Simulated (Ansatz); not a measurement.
A structure relaxed at PBE0-D4/def2-TZVP, charge 0, multiplicity 1:

```xyz
14

B     1.1702    1.3827    0.6622
N     0.4617    0.7395   -0.3720
C    -1.0034    0.4977   -0.4157
C    -1.2319   -1.0135   -0.4080
Al    0.5611   -1.4099    0.3445
H     0.5716    1.7275    1.6343
H     2.3460    1.5382    0.5275
H     0.9241    0.5956   -1.2617
H    -1.4206    1.0229   -1.2801
H    -1.4123    0.9631    0.4821
H    -1.3535   -1.4055   -1.4212
H    -2.1142   -1.2924    0.1682
H     0.8132   -1.2821    1.9138
H     1.6881   -2.0639   -0.5740
```

Problem. Give its formula and SMILES.

Solution. C2H9AlBN, `BNC[CH2][AlH2]`.

Problem. Point group (tolerance 0.08 Å, 0.16 Å for H)?

Solution. C1.

Problem. Summarise the bond lengths by kind.

Solution. 1 × B–N 1.409 Å; 2 × B–H 1.193 to 1.194 Å; 1 × C–N 1.486 Å; 1 × H–N 1.013 Å; 1 × C–C 1.528 Å; 4 × C–H 1.090 to 1.094 Å; 1 × Al–C 1.985 Å; 2 × Al–H 1.594 Å.

Results of the Gaussian-basis code of Ansatz.
